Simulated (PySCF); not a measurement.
PySCF job for C3H5O, SMILES O=[C]CC, multiplicity 2, TDA-PBE/def2-SVPD. Coordinates come from a PBE-D3(BJ)/def2-SVP optimisation. The isomer is the one that the SMILES or the coordinates give; other isomers of the formula were not compared. One conformer was computed; it need not be the lowest.

```python
import numpy as np
from pyscf import gto, scf, dft, tdscf

mol = gto.M(
    atom='''
    C    -1.74220800   -0.05108576   -0.27786828
    C    -0.27725301   -0.44718014   -0.45420025
    C     0.70132696    0.47870980    0.24235898
    O     1.79140830    0.23096514    0.66004583
    H    -2.40341182   -0.72370249   -0.85820106
    H    -2.04792946   -0.10932379    0.78578568
    H    -1.91645656    0.98814488   -0.62047092
    H    -0.07019545   -1.49009952   -0.12103588
    H     0.01553116   -0.39540367   -1.52818705
    ''',
    basis='def2-SVPD',
    charge=0,
    spin=1,
    max_memory=1600,
    verbose=4,
)
mf = dft.UKS(mol, xc='pbe').density_fit(auxbasis='def2-universal-jkfit')
mf.grids.level = 3
mf.conv_tol = 1e-9
mf.max_cycle = 100
mf.kernel()
fine, coarse = mf.grids, dft.Grids(mol).set(level=1).build(with_non0tab=True)
for _ in range(3):  # follow internal instabilities
    mf.grids = coarse
    mo, _, stable, _ = mf.stability(return_status=True, nroots=4)
    mf.grids = fine
    if stable:
        break
    mf.kernel(mf.make_rdm1(mo, mf.mo_occ))
mf.grids = dft.Grids(mol).set(level=1).build(with_non0tab=True)  # coarser grid for the response kernel
td = tdscf.TDA(mf)
td.nstates = 10
td.conv_tol = 1e-4
td.positive_eig_threshold = 1e-6
td.kernel(x0=td.get_init_guess(mf, 15))
td.analyze()
```

It prints:

```
PySCF version 2.14.0

[INPUT] verbose = 4
[INPUT] num. atoms = 9
[INPUT] num. electrons = 31
[INPUT] charge = 0
[INPUT] spin (= nelec alpha-beta = 2S) = 1
[INPUT] symmetry False subgroup None
[INPUT] Mole.unit = angstrom
[INPUT] Symbol           X                Y                Z      unit          X                Y                Z       unit  Magmom
[INPUT]  1 C     -1.742208000000  -0.051085760000  -0.277868280000 AA   -3.292295972026  -0.096538095265  -0.525094947904 Bohr   0.0
[INPUT]  2 C     -0.277253010000  -0.447180140000  -0.454200250000 AA   -0.523932256111  -0.845047992945  -0.858314078209 Bohr   0.0
[INPUT]  3 C      0.701326960000   0.478709800000   0.242358980000 AA    1.325315878174   0.904630415145   0.457992096029 Bohr   0.0
[INPUT]  4 O      1.791408300000   0.230965140000   0.660045830000 AA    3.385271064273   0.436460858922   1.247305848361 Bohr   0.0
[INPUT]  5 H     -2.403411820000  -0.723702490000  -0.858201060000 AA   -4.541790104342  -1.367599501766  -1.621764963211 Bohr   0.0
[INPUT]  6 H     -2.047929460000  -0.109323790000   0.785785680000 AA   -3.870025801828  -0.206592021999   1.484919727805 Bohr   0.0
[INPUT]  7 H     -1.916456560000   0.988144880000  -0.620470920000 AA   -3.621578028026   1.867323194591  -1.172520107057 Bohr   0.0
[INPUT]  8 H     -0.070195450000  -1.490099520000  -0.121035880000 AA   -0.132650175691  -2.815879991146  -0.228724664446 Bohr   0.0
[INPUT]  9 H      0.015531160000  -0.395403670000  -1.528187050000 AA    0.029349638797  -0.747204644948  -2.887854991607 Bohr   0.0

nuclear repulsion = 107.276853880523
number of shells = 53
number of NR pGTOs = 173
number of NR cGTOs = 123
basis = def2-SVPD
ecp = {}


[settings echo left out]
init E= -192.272862682542
  alpha nocc = 16  HOMO = -0.179720218888813  LUMO = -0.104343355757388
  beta  nocc = 15  HOMO = -0.376639274911283  LUMO = -0.179720218888813

WARN: HOMO -0.179720218888813 >= LUMO -0.179720218888813

cycle= 1 E= -192.014041733272  delta_E= 0.259  |g|= 0.516  |ddm|=  2.7
  alpha nocc = 16  HOMO = -0.0701633682446698  LUMO = -0.00105981823652579
  beta  nocc = 15  HOMO = -0.2262321291044  LUMO = -0.0417677930074745
  HOMO = -0.0701633682447  LUMO = -0.0417677930075  gap/eV = 0.77268
cycle= 2 E= -191.065751265447  delta_E= 0.948  |g|= 1.55  |ddm|= 2.26
  alpha nocc = 16  HOMO = -0.143186940683203  LUMO = -0.0479688940092857
  beta  nocc = 15  HOMO = -0.289767363222958  LUMO = -0.0901606016212591
  HOMO = -0.143186940683  LUMO = -0.0901606016213  gap/eV = 1.44292
cycle= 3 E= -192.100784176236  delta_E= -1.04  |g|= 0.229  |ddm|= 1.89
  alpha nocc = 16  HOMO = -0.161753139716683  LUMO = -0.0634252448809458
  beta  nocc = 15  HOMO = -0.315598385469757  LUMO = -0.107603426691952
  HOMO = -0.161753139717  LUMO = -0.107603426692  gap/eV = 1.47349
cycle= 4 E= -192.126122835778  delta_E= -0.0253  |g|= 0.0601  |ddm|= 0.352
  alpha nocc = 16  HOMO = -0.164155678562922  LUMO = -0.0653632315611836
  beta  nocc = 15  HOMO = -0.313313503972255  LUMO = -0.108493138992414
  HOMO = -0.164155678563  LUMO = -0.108493138992  gap/eV = 1.51465
cycle= 5 E= -192.127806907699  delta_E= -0.00168  |g|= 0.0153  |ddm|= 0.0949
  alpha nocc = 16  HOMO = -0.159816032668364  LUMO = -0.0611597194048361
  beta  nocc = 15  HOMO = -0.310930501040022  LUMO = -0.10419717213393
  HOMO = -0.159816032668  LUMO = -0.104197172134  gap/eV = 1.51347
cycle= 6 E= -192.127927112202  delta_E= -0.00012  |g|= 0.0051  |ddm|= 0.053
  alpha nocc = 16  HOMO = -0.16066180196734  LUMO = -0.0620640663979386
  beta  nocc = 15  HOMO = -0.31132776990564  LUMO = -0.104934123008958
  HOMO = -0.160661801967  LUMO = -0.104934123009  gap/eV = 1.51643
cycle= 7 E= -192.127941071223  delta_E= -1.4e-05  |g|= 0.000861  |ddm|= 0.0116
  alpha nocc = 16  HOMO = -0.160696995354421  LUMO = -0.0620591188531159
  beta  nocc = 15  HOMO = -0.311346927253104  LUMO = -0.104922459542079
  HOMO = -0.160696995354  LUMO = -0.104922459542  gap/eV = 1.51770
cycle= 8 E= -192.127941362944  delta_E= -2.92e-07  |g|= 0.000397  |ddm|= 0.00175
  alpha nocc = 16  HOMO = -0.160686356362577  LUMO = -0.0620392703234152
  beta  nocc = 15  HOMO = -0.31133575495406  LUMO = -0.104895611970211
  HOMO = -0.160686356363  LUMO = -0.10489561197  gap/eV = 1.51814
cycle= 9 E= -192.127941440545  delta_E= -7.76e-08  |g|= 0.000103  |ddm|= 0.000623
  alpha nocc = 16  HOMO = -0.160700569349717  LUMO = -0.0620491663305303
  beta  nocc = 15  HOMO = -0.31134307049783  LUMO = -0.104903936870341
  HOMO = -0.16070056935  LUMO = -0.10490393687  gap/eV = 1.51830
cycle= 10 E= -192.127941445963  delta_E= -5.42e-09  |g|= 3.25e-05  |ddm|= 0.00027
  alpha nocc = 16  HOMO = -0.160698467587733  LUMO = -0.0620475875870863
  beta  nocc = 15  HOMO = -0.311340821469574  LUMO = -0.104901242044634
  HOMO = -0.160698467588  LUMO = -0.104901242045  gap/eV = 1.51832
cycle= 11 E= -192.127941446595  delta_E= -6.32e-10  |g|= 8.22e-06  |ddm|= 7.4e-05
  alpha nocc = 16  HOMO = -0.160698985406916  LUMO = -0.0620483642082528
  beta  nocc = 15  HOMO = -0.311341002892976  LUMO = -0.104901826040687
  HOMO = -0.160698985407  LUMO = -0.104901826041  gap/eV = 1.51832
Extra cycle  E= -192.127941446597  delta_E= -1.31e-12  |g|= 1.09e-05  |ddm|= 3.49e-05
converged SCF energy = -192.127941446597  <S^2> = 0.75190287  2S+1 = 2.001902
tot grids = 33080
uhf_internal: lowest eigs of H = [0.84880007 0.85244873 0.85569146 0.86365106]
<class 'pyscf.df.df_jk.DFUKS'> wavefunction is stable in the internal stability analysis
tot grids = 33080
Overwritten attributes  positive_eig_threshold  of <class 'pyscf.tdscf.uks.TDA'>


******** <class 'pyscf.tdscf.uks.TDA'> for <class 'pyscf.df.df_jk.DFUKS'> ********
nstates = 10
deg_eia_thresh = 1.000e-03
wfnsym = None
conv_tol = 0.0001
eigh lindep = 1e-12
eigh level_shift = 0
eigh max_cycle = 100


Excitation energies (eV)
[2.23876998 4.56710823 5.10792851 5.5306116  5.67029871 5.80618782
 6.05121865 6.34164656 6.43347261 6.54755723]

** Excitation energies and oscillator strengths **
Excited State   1:      2.23877 eV    553.80 nm  f=0.0015
      16a ->   17a     -0.99768
Excited State   2:      4.56711 eV    271.47 nm  f=0.0126
      16a ->   18a      0.99358
Excited State   3:      5.10793 eV    242.73 nm  f=0.0265
      16a ->   19a     -0.99860
Excited State   4:      5.53061 eV    224.18 nm  f=0.0559
      16a ->   20a     -0.93837
      15b ->   16b     -0.32241
Excited State   5:      5.67030 eV    218.66 nm  f=0.0043
      12a ->   17a      0.14147
      15a ->   17a      0.13953
      16a ->   20a      0.33211
      16a ->   21a     -0.24864
      14b ->   16b      0.13885
      15b ->   16b     -0.86497
Excited State   6:      5.80619 eV    213.54 nm  f=0.0166
      16a ->   21a     -0.95526
      14b ->   16b     -0.15208
      15b ->   16b      0.22924
Excited State   7:      6.05122 eV    204.89 nm  f=0.0061
      12a ->   17a      0.14472
      14a ->   17a     -0.20066
      15a ->   17a      0.10286
      16a ->   21a      0.11541
      14b ->   16b     -0.92659
Excited State   8:      6.34165 eV    195.51 nm  f=0.0007
      12a ->   17a      0.16642
      15a ->   17a      0.66305
      12b ->   16b      0.23272
      12b ->   17b     -0.17790
      15b ->   16b      0.14353
      15b ->   17b      0.61449
Excited State   9:      6.43347 eV    192.72 nm  f=0.0053
      15a ->   17a      0.13314
      16a ->   22a      0.21469
      13b ->   16b     -0.94749
Excited State  10:      6.54756 eV    189.36 nm  f=0.0005
      16a ->   22a     -0.96129
      13b ->   16b     -0.22512

** Transition electric dipole moments (AU) **
state          X           Y           Z        Dip. S.      Osc.
  1         0.0937      0.0219     -0.1365      0.0279      0.0015
  2        -0.2417     -0.1737     -0.1561      0.1130      0.0126
  3        -0.2795      0.3192      0.1789      0.2120      0.0265
  4         0.0701     -0.6355      0.0591      0.4123      0.0559
  5         0.1116      0.0873     -0.1032      0.0307      0.0043
  6        -0.0346      0.0422     -0.3370      0.1166      0.0166
  7         0.1491     -0.1372     -0.0092      0.0411      0.0061
  8        -0.0574     -0.0371      0.0075      0.0047      0.0007
  9         0.1313      0.1259      0.0190      0.0334      0.0053
 10        -0.0517      0.0048     -0.0207      0.0031      0.0005

** Transition velocity dipole moments (imaginary part, AU) **
state          X           Y           Z        Dip. S.      Osc.
  1        -0.0083     -0.0026      0.0237      0.0006      0.0052
  2        -0.0227     -0.0050     -0.0084      0.0006      0.0024
  3        -0.0376      0.0487      0.0242      0.0044      0.0155
  4        -0.0074     -0.0850     -0.0065      0.0073      0.0240
  5        -0.0186      0.0324     -0.0175      0.0017      0.0054
  6        -0.0083     -0.0075     -0.0401      0.0017      0.0054
  7        -0.0079      0.0032      0.0028      0.0001      0.0002
  8         0.0022     -0.0092      0.0020      0.0001      0.0003
  9         0.0233      0.0065      0.0091      0.0007      0.0019
 10        -0.0116     -0.0083     -0.0073      0.0003      0.0007

** Transition magnetic dipole moments (imaginary part, AU) **
state          X           Y           Z
  1         0.8157     -0.0521      0.3567
  2         0.1338     -0.0413      0.0250
  3         0.0570      0.0757     -0.1918
  4        -0.0255      0.0515     -0.0470
  5         0.1262     -0.0589     -0.1837
  6         0.1442     -0.0373     -0.1078
  7         0.0641     -0.0034      0.0423
  8         0.0017      0.0258      0.0898
  9        -0.0299      0.0744     -0.1609
 10         0.1476      0.0416     -0.1934
```

Self-consistency was reached.
